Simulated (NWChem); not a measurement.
System: C4H8; SMILES CC1CC1

The following NWChem deck was run.

```
start job
memory heap 200 mb stack 900 mb global 1100 mb
geometry units angstroms noautosym nocenter noautoz
  C      0.159437    -1.551562     0.000000
  C     -0.497129    -0.188434     0.000000
  C      0.125501     0.963369    -0.756455
  C      0.125501     0.963369     0.756455
  H     -0.125332    -2.141325    -0.896533
  H      1.265607    -1.459586     0.000000
  H     -0.125332    -2.141325     0.896533
  H     -1.601094    -0.213291     0.000000
  H     -0.536459     1.670812    -1.280046
  H      1.081527     0.777383    -1.272763
  H     -0.536459     1.670812     1.280046
  H      1.081527     0.777383     1.272763
end
basis spherical
  C library 6-31g*
  H library 6-31g*
end
dft
  xc hfexch
  iterations 150
  mulliken
end
task dft energy
esp
  recalculate
  probe 0.07
  range 0.3
  factor 1.0
  spacing 0.02
end
task esp
```

Output (shortened):

```
             Northwest Computational Chemistry Package (NWChem) 7.3.0
             --------------------------------------------------------

                             Geometry "geometry" -> ""
                             -------------------------

 Output coordinates in angstroms (scale by  1.889725989 to convert to a.u.)

  No.       Tag          Charge          X              Y              Z
 ---- ---------------- ---------- -------------- -------------- --------------
    1 C                    6.0000     0.15943700    -1.55156200     0.00000000
    2 C                    6.0000    -0.49712900    -0.18843400     0.00000000
    3 C                    6.0000     0.12550100     0.96336900    -0.75645500
    4 C                    6.0000     0.12550100     0.96336900     0.75645500
    5 H                    1.0000    -0.12533200    -2.14132500    -0.89653300
    6 H                    1.0000     1.26560700    -1.45958600     0.00000000
    7 H                    1.0000    -0.12533200    -2.14132500     0.89653300
    8 H                    1.0000    -1.60109400    -0.21329100     0.00000000
    9 H                    1.0000    -0.53645900     1.67081200    -1.28004600
   10 H                    1.0000     1.08152700     0.77738300    -1.27276300
   11 H                    1.0000    -0.53645900     1.67081200     1.28004600
   12 H                    1.0000     1.08152700     0.77738300     1.27276300

 Effective nuclear repulsion energy (a.u.)     123.3433687487

  xc_inp: hfexch multiplicative factor not found.

                                 NWChem DFT Module
                                 -----------------

 Summary of "ao basis" -> "ao basis" (spherical)
 ------------------------------------------------------------------------------
       Tag                 Description            Shells   Functions and Types
 ---------------- ------------------------------  ------  ---------------------
 C                           6-31g*                  6       14   3s2p1d
 H                           6-31g*                  2        2   2s

            General Information
            -------------------
          SCF calculation type: DFT
          Wavefunction type:  closed shell.
          No. of atoms     :    12
          No. of electrons :    32
           Alpha electrons :    16
            Beta electrons :    16
          Charge           :     0
          Spin multiplicity:     1
          Use of symmetry is: off; symmetry adaption is: off
          Maximum number of iterations: 150
          AO basis - number of functions:    72
                     number of shells:    40
          Convergence on energy requested:  1.00D-06
          Convergence on density requested:  1.00D-05
          Convergence on gradient requested:  5.00D-04

              XC Information
              --------------
                     Hartree-Fock (Exact) Exchange  1.000

      Superposition of Atomic Density Guess
      -------------------------------------

 Sum of atomic energies:        -154.62687691

      Non-variational initial energy
      ------------------------------

 Total energy =    -157.501386
 1-e energy   =    -449.981369
 2-e energy   =     169.136615
 HOMO         =      -0.314471
 LUMO         =       0.142509

     ---------------------------------------------
      Total Density - Mulliken Population Analysis
     ---------------------------------------------

    Atom       Charge   Shell Charges
 -----------   ------   -------------------------------------------------------
    1 C    6     6.65   2.00  0.72  2.02  0.68  1.21  0.03
    2 C    6     6.21   2.00  0.70  1.91  0.60  0.95  0.05
    3 C    6     6.48   2.00  0.71  1.98  0.65  1.09  0.04
    4 C    6     6.48   2.00  0.71  1.98  0.65  1.09  0.04
    5 H    1     0.78   0.46  0.31
    6 H    1     0.78   0.46  0.32
    7 H    1     0.78   0.46  0.31
    8 H    1     0.77   0.47  0.31
    9 H    1     0.76   0.46  0.30
   10 H    1     0.77   0.46  0.31
   11 H    1     0.76   0.46  0.30
   12 H    1     0.77   0.46  0.31

   convergence    iter        energy       DeltaE   RMS-Dens  Diis-err
 ---------------- ----- ----------------- --------- --------- ---------
 d= 0,ls=0.0,diis     1   -156.0492084420 -2.79D+02  4.05D-03  2.27D-01
 d= 0,ls=0.0,diis     2   -156.0886668150 -3.95D-02  1.72D-03  1.45D-02
 d= 0,ls=0.0,diis     3   -156.0913215388 -2.65D-03  3.51D-04  1.56D-03
 d= 0,ls=0.0,diis     4   -156.0915342494 -2.13D-04  9.56D-05  1.71D-05
 d= 0,ls=0.0,diis     5   -156.0915381311 -3.88D-06  1.77D-05  1.69D-06
 d= 0,ls=0.0,diis     6   -156.0915383765 -2.45D-07  5.88D-06  4.61D-08

         Total DFT energy =     -156.091538376528
      One electron energy =     -453.451529204461
           Coulomb energy =      197.578279090772
    Exchange-Corr. energy =      -23.561657011556
 Nuclear repulsion energy =      123.343368748717

 Numeric. integr. density =        0.000000000000

                       DFT Final Molecular Orbital Analysis
                       ------------------------------------

 Vector   14  Occ=2.000000D+00  E=-4.882369D-01
              MO Center= -2.0D-01, -4.1D-01, -1.2D-13, r^2= 2.7D+00
   Bfn.  Coefficient  Atom+Function         Bfn.  Coefficient  Atom+Function
  ----- ------------  ---------------      ----- ------------  ---------------
    17      0.295880   2 C  px                3     -0.240591   1 C  px
     4      0.215365   1 C  py               63     -0.200950   8 H  s
    21      0.195320   2 C  px               18     -0.193107   2 C  py
    64     -0.172867   8 H  s                60     -0.147476   6 H  s
    59     -0.143935   6 H  s                 7     -0.132545   1 C  px

 Vector   15  Occ=2.000000D+00  E=-4.080294D-01
              MO Center=  8.8D-03,  6.0D-01, -3.8D-14, r^2= 2.2D+00
   Bfn.  Coefficient  Atom+Function         Bfn.  Coefficient  Atom+Function
  ----- ------------  ---------------      ----- ------------  ---------------
    33      0.263861   3 C  pz               47     -0.263861   4 C  pz
    32      0.223670   3 C  py               46      0.223670   4 C  py
    18     -0.195415   2 C  py               37      0.184598   3 C  pz
    51     -0.184598   4 C  pz                4      0.139080   1 C  py
    36      0.137465   3 C  py               50      0.137465   4 C  py

 Vector   16  Occ=2.000000D+00  E=-3.965825D-01
              MO Center= -1.5D-01,  1.2D-01,  2.6D-14, r^2= 2.4D+00
   Bfn.  Coefficient  Atom+Function         Bfn.  Coefficient  Atom+Function
  ----- ------------  ---------------      ----- ------------  ---------------
    19      0.391776   2 C  pz               23      0.254870   2 C  pz
    32      0.243099   3 C  py               46     -0.243099   4 C  py
    36      0.171146   3 C  py               50     -0.171146   4 C  py
     5     -0.146672   1 C  pz               31      0.125522   3 C  px
    45     -0.125522   4 C  px               58      0.118015   5 H  s

 Vector   17  Occ=0.000000D+00  E= 2.393913D-01
              MO Center= -3.8D-01,  1.8D-01, -1.5D-12, r^2= 6.1D+00
   Bfn.  Coefficient  Atom+Function         Bfn.  Coefficient  Atom+Function
  ----- ------------  ---------------      ----- ------------  ---------------
     6      1.208182   1 C  s                64     -0.914377   8 H  s
    20      0.869058   2 C  s                66     -0.855600   9 H  s
    70     -0.855600  11 H  s                34      0.798194   3 C  s
    48      0.798194   4 C  s                60     -0.610970   6 H  s
    58     -0.577757   5 H  s                62     -0.577757   7 H  s

[...]

                     NWChem Electrostatic Potential Fit Module
                     -----------------------------------------

 Atom parameters

 Number of atoms is                                   12
 Number of basis functions is                         72

 Grid parameters

 Maximum number of grid points is                  43095
 Number of grid points is                          43094
 Grid range                                     0.300000 nm
 Grid spacing                                   0.020000 nm
 Probe radius                                   0.070000 nm
 Atom radius factor                             1.000000

 Atomic radii

    1    0.100000
    6    0.147000
 FASTESP  F
  using M.O. file = ./job.movecs

    Atom              Coordinates                           Charge

                                                  ESP

    1 C     0.015944   -0.155156    0.000000   -0.108925
    2 C    -0.049713   -0.018843    0.000000    0.084008
    3 C     0.012550    0.096337   -0.075646   -0.217002
    4 C     0.012550    0.096337    0.075646   -0.218370
    5 H    -0.012533   -0.214133   -0.089653    0.010192
    6 H     0.126561   -0.145959    0.000000    0.069072
    7 H    -0.012533   -0.214133    0.089653    0.010260
    8 H    -0.160109   -0.021329    0.000000    0.037171
    9 H    -0.053646    0.167081   -0.128005    0.082618
   10 H     0.108153    0.077738   -0.127276    0.083811
   11 H    -0.053646    0.167081    0.128005    0.083200
   12 H     0.108153    0.077738    0.127276    0.083964
                                            ------------
                                                0.000000

 Dipole moment                                  0.022716

 Quadrupole moment Qxx                          1.628073
                   Qyy                         -1.655043
                   Qzz                          0.026969

 RMS deviation kJ/mol                           0.065085

 RRMS %                                        83.657979
```

Level: Hartree-Fock/6-31G* (spherical d). Geometry: optimised at PBE-D3(BJ)/def2-SVP.
